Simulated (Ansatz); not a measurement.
Level of theory: PBE0-D3(BJ)/def2-SVP in Ansatz (a first-principles code). No frequencies were computed at this level.

Ansatz 0.2 input:
```yaml
crystal:
  periodic: [false, false, false]
  atoms:
    - { symbol: Ga, position_ang: [0.164193, 0.2129, -0.232124] }
    - { symbol: C, position_ang: [-0.252317, -1.221833, -1.62159] }
    - { symbol: H, position_ang: [-0.066168, -0.840556, -2.630597] }
    - { symbol: H, position_ang: [-1.297393, -1.544954, -1.59248] }
    - { symbol: H, position_ang: [0.374198, -2.110494, -1.499561] }
    - { symbol: C, position_ang: [-1.258276, 1.613469, 0.187273] }
    - { symbol: H, position_ang: [-2.273137, 1.206531, 0.145833] }
    - { symbol: H, position_ang: [-1.214741, 2.432139, -0.537741] }
    - { symbol: H, position_ang: [-1.119136, 2.060166, 1.176264] }
    - { symbol: C, position_ang: [2.100436, 0.58186, 0.254873] }
    - { symbol: H, position_ang: [2.666865, -0.345523, 0.386653] }
    - { symbol: H, position_ang: [2.186128, 1.156274, 1.182429] }
    - { symbol: H, position_ang: [2.611648, 1.157162, -0.523442] }
    - { symbol: C, position_ang: [-0.998244, -1.703455, 2.088064] }
    - { symbol: N, position_ang: [-0.351845, -1.03124, 1.430536] }
    - { symbol: H, position_ang: [-1.591388, -2.324455, 2.707706] }
basis:
  gaussian: { orbitals: def2-svp }
hamiltonian:
  xc: pbe0
  dispersion: d3bj
relax:
  max_steps: 150
```

Output:

```
Functional definition: PBE0
1688 factors; integrals over basis functions are off by at most 3.6e-4 eV
mean field evaluation 1: about -58138.6150 eV, gradient 8.0e1 eV
mean field evaluation 2: about -58129.1172 eV, gradient 1.0e2 eV
mean field evaluation 4: about -58153.4039 eV, gradient 5.7e0 eV
mean field evaluation 8: about -58153.4949 eV, gradient 3.2e-1 eV
mean field evaluation 16: about -58153.4951 eV, gradient 7.2e-6 eV
mean field -58153.49507618 eV, -2137.1015261948 hartree, gradient 7.2e-6 eV, S^2 0.000000; 0 other end points of the search recorded, 0 dependent functions left out
reference -58153.49510815 eV, -2137.1015273698 hartree; 36, 36 occupied and 116, 116 virtual orbitals, 1688 factors
relax step   1: F+E_penalty+E_count = -58153.78361922 eV  Δ(F+E_penalty+E_count) = +0.000e0 eV  max|allowed force component| = 6.474e-1 eV/Å  Δτ_max = 0.0000 Å  (28 SCF iters, accepted)
these checks for a lower state are left out or cut short: starts, cluster_reference, orbital_swaps, neighbouring_geometries, increment
1688 factors; integrals over basis functions are off by at most 3.7e-4 eV
mean field -58153.58964386 eV, -2137.1050014930 hartree, gradient 1.0e-5 eV, S^2 0.000000; 0 other end points of the search recorded, 0 dependent functions left out
reference -58153.58967558 eV, -2137.1050026587 hartree; 36, 36 occupied and 116, 116 virtual orbitals, 1688 factors
relax step   2: F+E_penalty+E_count = -58153.87895849 eV  Δ(F+E_penalty+E_count) = -9.534e-2 eV  max|allowed force component| = 3.629e-1 eV/Å  Δτ_max = 0.1153 Å  (31 SCF iters, accepted)
these checks for a lower state are left out or cut short: starts, cluster_reference, orbital_swaps, neighbouring_geometries, increment
1688 factors; integrals over basis functions are off by at most 3.8e-4 eV
mean field -58153.61015019 eV, -2137.1057550870 hartree, gradient 1.0e-5 eV, S^2 0.000000; 0 other end points of the search recorded, 0 dependent functions left out
reference -58153.61018179 eV, -2137.1057562480 hartree; 36, 36 occupied and 116, 116 virtual orbitals, 1688 factors
relax step   3: F+E_penalty+E_count = -58153.89897120 eV  Δ(F+E_penalty+E_count) = -2.001e-2 eV  max|allowed force component| = 2.848e-1 eV/Å  Δτ_max = 0.0827 Å  (30 SCF iters, accepted)
these checks for a lower state are left out or cut short: starts, cluster_reference, orbital_swaps, neighbouring_geometries, increment
1688 factors; integrals over basis functions are off by at most 3.8e-4 eV
mean field evaluation 32: about -58153.5473 eV, gradient 3.9e0 eV
mean field -58153.62038432 eV, -2137.1061311841 hartree, gradient 1.0e-5 eV, S^2 0.000000; 0 other end points of the search recorded, 0 dependent functions left out
reference -58153.62041597 eV, -2137.1061323473 hartree; 36, 36 occupied and 116, 116 virtual orbitals, 1688 factors
relax step   4: F+E_penalty+E_count = -58153.90677509 eV  Δ(F+E_penalty+E_count) = -7.804e-3 eV  max|allowed force component| = 1.508e-1 eV/Å  Δτ_max = 0.0930 Å  (30 SCF iters, accepted)
these checks for a lower state are left out or cut short: starts, cluster_reference, orbital_swaps, neighbouring_geometries, increment
1688 factors; integrals over basis functions are off by at most 3.8e-4 eV
mean field -58153.62531436 eV, -2137.1063123596 hartree, gradient 6.9e-6 eV, S^2 0.000000; 0 other end points of the search recorded, 0 dependent functions left out
reference -58153.62534603 eV, -2137.1063135235 hartree; 36, 36 occupied and 116, 116 virtual orbitals, 1688 factors
relax step   5: F+E_penalty+E_count = -58153.91193523 eV  Δ(F+E_penalty+E_count) = -5.160e-3 eV  max|allowed force component| = 1.088e-1 eV/Å  Δτ_max = 0.1486 Å  (29 SCF iters, accepted)
these checks for a lower state are left out or cut short: starts, cluster_reference, orbital_swaps, neighbouring_geometries, increment
1688 factors; integrals over basis functions are off by at most 3.9e-4 eV
mean field -58153.62929569 eV, -2137.1064586709 hartree, gradient 1.1e-5 eV, S^2 0.000000; 0 other end points of the search recorded, 0 dependent functions left out
reference -58153.62932741 eV, -2137.1064598365 hartree; 36, 36 occupied and 116, 116 virtual orbitals, 1688 factors
relax step   6: F+E_penalty+E_count = -58153.91515273 eV  Δ(F+E_penalty+E_count) = -3.218e-3 eV  max|allowed force component| = 4.325e-2 eV/Å  Δτ_max = 0.0851 Å  (31 SCF iters, accepted)
these checks for a lower state are left out or cut short: starts, cluster_reference, orbital_swaps, neighbouring_geometries, increment
1688 factors; integrals over basis functions are off by at most 3.9e-4 eV
mean field -58153.62975432 eV, -2137.1064755254 hartree, gradient 1.4e-5 eV, S^2 0.000000; 0 other end points of the search recorded, 0 dependent functions left out
reference -58153.62978607 eV, -2137.1064766919 hartree; 36, 36 occupied and 116, 116 virtual orbitals, 1688 factors
relax step   7: F+E_penalty+E_count = -58153.91534227 eV  Δ(F+E_penalty+E_count) = -1.895e-4 eV  max|allowed force component| = 4.228e-1 eV/Å  Δτ_max = 0.1317 Å  (30 SCF iters, accepted)
these checks for a lower state are left out or cut short: starts, cluster_reference, orbital_swaps, neighbouring_geometries, increment
1688 factors; integrals over basis functions are off by at most 3.9e-4 eV
mean field evaluation 64: about -58153.6309 eV, gradient 4.7e-4 eV
mean field -58153.63085283 eV, -2137.1065158949 hartree, gradient 1.1e-5 eV, S^2 0.000000; 0 other end points of the search recorded, 0 dependent functions left out
reference -58153.63088456 eV, -2137.1065170610 hartree; 36, 36 occupied and 116, 116 virtual orbitals, 1688 factors
relax step   8: F+E_penalty+E_count = -58153.91663889 eV  Δ(F+E_penalty+E_count) = -1.297e-3 eV  max|allowed force component| = 4.916e-2 eV/Å  Δτ_max = 0.0196 Å  (31 SCF iters, accepted)
these checks for a lower state are left out or cut short: starts, cluster_reference, orbital_swaps, neighbouring_geometries, increment
1688 factors; integrals over basis functions are off by at most 3.9e-4 eV
mean field -58153.63115013 eV, -2137.1065268203 hartree, gradient 1.1e-5 eV, S^2 0.000000; 0 other end points of the search recorded, 0 dependent functions left out
reference -58153.63118186 eV, -2137.1065279862 hartree; 36, 36 occupied and 116, 116 virtual orbitals, 1688 factors
relax step   9: F+E_penalty+E_count = -58153.91698578 eV  Δ(F+E_penalty+E_count) = -3.469e-4 eV  max|allowed force component| = 3.266e-3 eV/Å  Δτ_max = 0.0230 Å  (31 SCF iters, accepted)
these checks for a lower state are left out or cut short: starts, cluster_reference, orbital_swaps, neighbouring_geometries, increment
1688 factors; integrals over basis functions are off by at most 3.9e-4 eV
mean field -58153.63119082 eV, -2137.1065283157 hartree, gradient 1.1e-5 eV, S^2 0.000000; 0 other end points of the search recorded, 0 dependent functions left out
reference -58153.63122254 eV, -2137.1065294814 hartree; 36, 36 occupied and 116, 116 virtual orbitals, 1688 factors
relax step  10: F+E_penalty+E_count = -58153.91707949 eV  Δ(F+E_penalty+E_count) = -9.372e-5 eV  max|allowed force component| = 5.098e-2 eV/Å  Δτ_max = 0.0355 Å  (31 SCF iters, accepted)
these checks for a lower state are left out or cut short: starts, cluster_reference, orbital_swaps, neighbouring_geometries, increment
1688 factors; integrals over basis functions are off by at most 3.9e-4 eV
mean field -58153.63129105 eV, -2137.1065319989 hartree, gradient 1.2e-5 eV, S^2 0.000000; 0 other end points of the search recorded, 0 dependent functions left out
reference -58153.63132276 eV, -2137.1065331646 hartree; 36, 36 occupied and 116, 116 virtual orbitals, 1688 factors
relax step  11: F+E_penalty+E_count = -58153.91709504 eV  Δ(F+E_penalty+E_count) = -1.555e-5 eV  max|allowed force component| = 6.888e-3 eV/Å  Δτ_max = 0.0160 Å  (25 SCF iters, accepted)
1688 factors; integrals over basis functions are off by at most 3.9e-4 eV
mean field evaluation 96: about -58153.6311 eV, gradient 3.1e-1 eV
mean field -58153.63129105 eV, -2137.1065319989 hartree, gradient 1.2e-5 eV, S^2 0.000000; 1 other end points of the search recorded, 0 dependent functions left out
reference -58153.63132276 eV, -2137.1065331645 hartree; 36, 36 occupied and 116, 116 virtual orbitals, 1688 factors
Total energy: -58153.91712676 eV, -2137.1170362677 hartree
Atom 0 at     0.100488     0.207882    -0.270114 Å, force     0.006387     0.006745    -0.006602 eV/Å
Atom 1 at    -0.251426    -1.114316    -1.711550 Å, force    -0.003553    -0.001157     0.000767 eV/Å
Atom 2 at    -0.008836    -0.672087    -2.692456 Å, force     0.000300     0.000661     0.002108 eV/Å
Atom 3 at    -1.309997    -1.417190    -1.745379 Å, force    -0.000046    -0.001507    -0.001193 eV/Å
Atom 4 at     0.365175    -2.020627    -1.602803 Å, force    -0.000301     0.000380     0.000905 eV/Å
Atom 5 at    -1.229912     1.649176     0.049957 Å, force    -0.003243    -0.001945     0.000229 eV/Å
Atom 6 at    -2.265202     1.280805    -0.026965 Å, force    -0.001203     0.001436     0.000713 eV/Å
Atom 7 at    -1.110843     2.443194    -0.706312 Å, force     0.001182    -0.001819     0.000408 eV/Å
Atom 8 at    -1.101920     2.119974     1.037578 Å, force     0.000195    -0.001002     0.000050 eV/Å
Atom 9 at     1.972915     0.484133     0.336100 Å, force     0.000380    -0.002810     0.005021 eV/Å
Atom 10 at     2.529974    -0.463901     0.402260 Å, force     0.001749     0.000462     0.000473 eV/Å
Atom 11 at     2.020803     0.983389     1.316877 Å, force     0.001512    -0.000209    -0.000171 eV/Å
Atom 12 at     2.509520     1.126625    -0.382084 Å, force    -0.003681    -0.000531    -0.000889 eV/Å
Atom 13 at    -0.853408    -1.783162     2.322853 Å, force     0.005753     0.005946    -0.004384 eV/Å
Atom 14 at    -0.531470    -1.110998     1.447877 Å, force    -0.004923    -0.006713     0.006888 eV/Å
Atom 15 at    -1.155037    -2.414905     3.146258 Å, force    -0.000508     0.002062    -0.004322 eV/Å
Dipole moment:    -0.313588    -0.654170     0.851783 e Å
```

Cost: very roughly 2.6 core-minutes.
